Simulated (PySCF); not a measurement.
## Orbital picture of DyCl

r²SCAN at R = 2.476 Å; Dy x2c-SVPall, Cl x2c-SVPall; spin-free X2C with a Gaussian nucleus (PySCF 2.14). State: sextet, about 9.8 electrons in the 4f shell (Mulliken), real f orbitals that mix terms. Only the outer orbitals are listed, counted within each symmetry.

| spin | orbital | occ. | ε (eV) | on Dy (%) | main shells (%) |
| --- | --- | --- | --- | --- | --- |
| α | 17σ | 1 | -5.68 | 98 | 96 Dy f |
| α | 3δ | 1 | -5.25 | 100 | 100 Dy f |
| α | 1φ | 1 | -5.13 | 100 | 100 Dy f |
| α | 18σ | 1 | -4.05 | 98 | 81 Dy s, 9 Dy d |
| α | 4δ | 0 | -1.68 | 100 | 100 Dy d |
| α | 4δ | 0 | -1.64 | 100 | 100 Dy d |
| α | 10π | 0 | -1.54 | 99 | 50 Dy p, 49 Dy d |
| β | 3δ | 1 | -3.36 | 100 | 100 Dy f |
| β | 1φ | 1 | -3.30 | 100 | 100 Dy f |
| β | 17σ | 1 | -3.18 | 100 | 74 Dy f, 25 Dy s |
| β | 18σ | 0 | -2.73 | 98 | 62 Dy s, 25 Dy f |
| β | 9π | 0 | -0.81 | 100 | 97 Dy f |
| β | 19σ | 0 | -0.76 | 98 | 59 Dy d, 39 Dy p |

Problem. Which are the highest filled and the lowest empty level, where do they sit, and how wide is the gap?

Solution. Highest filled β 17σ at -3.18 eV (in %: 74 Dy f, 25 Dy s); lowest empty β 18σ at -2.73 eV (in %: 62 Dy s, 25 Dy f); the gap at r²SCAN is 0.45 eV.

| Quantity | Value |
| --- | --- |
| bond order (Mayer) | 1.17 |
| ⟨S²⟩ | 8.759 |
| charge on Dy (Mulliken, basis-dependent) | 0.35 |
| charge on Dy (Löwdin, basis-dependent) | 0.02 |
| dipole moment (positive dipole means Dy(−)Cl(+)) | -3.96 D |

Spin–orbit coupling is left out. The state is the lowest single determinant that the PBE0 search found; with open d or f shells the true ground state can be another one.
